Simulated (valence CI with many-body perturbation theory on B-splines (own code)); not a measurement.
## K13+: fill in the table

Calculated by valence CI with perturbative core correlation (CI+MBPT): four valence electrons over a frozen Dirac-Fock core [He], radial functions for each j: 11 s, 11 p, 9 d, 7 f, 5 g, 2 h, 1 i, with the one-electron correlation potential Σ1, the two-electron term Σ2, the three-electron term Σ3, Breit, model QED; selected CI, second order for the rest (own B-spline code, finite nucleus).

No measured levels were compared; by estimate levels of excited configurations hold to 0.05 to 0.15 % of their energy, terms of the ground configuration to about 0.5 %.

```tsv
Level	E (cm⁻¹)
2s2 2p2 3P_0	0
2s2 2p2 3P_1	13245
2s2 2p2 3P_2	28229
2s2 2p2 1D_2	96064
2s2 2p2 1S_0	179180
2s 2p3 5S°_2	250550
2s 2p3 3D°_2	458810
2s 2p3 3D°_1	459530
2s 2p3 3D°_3	?
2s 2p3 3P°_0	537600
2s 2p3 3P°_1	?
2s 2p3 3P°_2	?
2s 2p3 1D°_2	676850
2s 2p3 3S°_1	?
2s 2p3 1P°_1	755550
2p4 3P_2	1030300
2p4 3P_1	1050800
2p4 3P_0	?
2p4 1D_2	1109100
2p4 1S_0	?
```

(1) The levels stand in rising order. What does the calculation give for the missing energies?

Results:

(1) 2s 2p3 3D°_3 461010; 2s 2p3 3P°_1 538240; 2s 2p3 3P°_2 540140; 2s 2p3 3S°_1 678100; 2p4 3P_0 1056400; 2p4 1S_0 1255400.
